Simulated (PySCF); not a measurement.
Al(F)(OMe)(NH2) (CH₅AlFNO), SMILES [NH2][Al]([F])[O]C. Atoms are numbered in the order given.

```xyz
10

Al    -0.0423    -0.5011     0.0000
F     -1.6873    -0.7553     0.0000
O      0.5826     1.0639     0.0000
C      0.1494     2.3903     0.0000
H      0.5301     2.9235     0.8903
H     -0.9535     2.4827     0.0000
H      0.5301     2.9235    -0.8903
N      1.0394    -1.8843     0.0000
H      0.7438    -2.8542     0.0000
H      2.0518    -1.8258     0.0000
```
Charge 0, spin multiplicity 1.

Coordinates come from a r2SCAN-D4/def2-SVP optimisation. The structure was generated by enumeration; whether it is a known compound was not checked. One conformer was computed; it need not be the lowest.

These are PySCF 2.14.0 with TDA-ωB97X/def2-SVPD values and carry that method's errors.

Vertical excitations.  State labels are in the subgroup Cs.

Computed excitation energies, oscillator strengths and character:
```json
[
 {"state": "S1", "symmetry": "A\"", "energy (eV)": "6.22", "λ (nm)": "199", "f": "0.055", "main pairs": "HOMO→LUMO 87 %"},
 {"state": "S2", "symmetry": "A\"", "energy (eV)": "7.19", "λ (nm)": "172", "f": "0.060", "main pairs": "HOMO−1→LUMO 78 %"},
 {"state": "S3", "symmetry": "A'", "energy (eV)": "7.26", "λ (nm)": "171", "f": "0.010", "main pairs": "HOMO−2→LUMO 80 %"},
 {"state": "S4", "symmetry": "A\"", "energy (eV)": "8.14", "λ (nm)": "152", "f": "0.000", "main pairs": "HOMO→LUMO+3 64 %, HOMO→LUMO+2 12 %"},
 {"state": "S5", "symmetry": "A'", "energy (eV)": "8.26", "λ (nm)": "150", "f": "0.164", "main pairs": "HOMO→LUMO+1 91 %"},
 {"state": "S6", "symmetry": "A\"", "energy (eV)": "8.52", "λ (nm)": "146", "f": "0.005", "main pairs": "HOMO−2→LUMO+1 93 %"},
 {"state": "S7", "symmetry": "A\"", "energy (eV)": "8.79", "λ (nm)": "141", "f": "0.001", "main pairs": "HOMO→LUMO+4 63 %, HOMO→LUMO+6 11 %, HOMO→LUMO+5 10 %"},
 {"state": "S8", "symmetry": "A\"", "energy (eV)": "8.86", "λ (nm)": "140", "f": "0.036", "main pairs": "HOMO−1→LUMO+2 43 %, HOMO→LUMO+2 25 %"},
 {"state": "S9", "symmetry": "A'", "energy (eV)": "8.89", "λ (nm)": "139", "f": "0.046", "main pairs": "HOMO−1→LUMO+1 86 %"},
 {"state": "S10", "symmetry": "A\"", "energy (eV)": "9.00", "λ (nm)": "138", "f": "0.016", "main pairs": "HOMO→LUMO+10 30 %, HOMO→LUMO+6 16 %, HOMO→LUMO+12 14 %, HOMO→LUMO+4 9 %"},
 {"state": "T1", "symmetry": "A\"", "energy (eV)": "5.96", "λ (nm)": "208", "f": "0", "main pairs": "HOMO→LUMO 82 %"},
 {"state": "T2", "symmetry": "A\"", "energy (eV)": "6.97", "λ (nm)": "178", "f": "0", "main pairs": "HOMO−1→LUMO 72 %"},
 {"state": "T3", "symmetry": "A'", "energy (eV)": "7.02", "λ (nm)": "177", "f": "0", "main pairs": "HOMO−2→LUMO 76 %, HOMO−2→LUMO+3 14 %"},
 {"state": "T4", "symmetry": "A'", "energy (eV)": "7.26", "λ (nm)": "171", "f": "0", "main pairs": "HOMO→LUMO+1 89 %"}
]
```
Triplets are in the Tamm–Dancoff approximation.
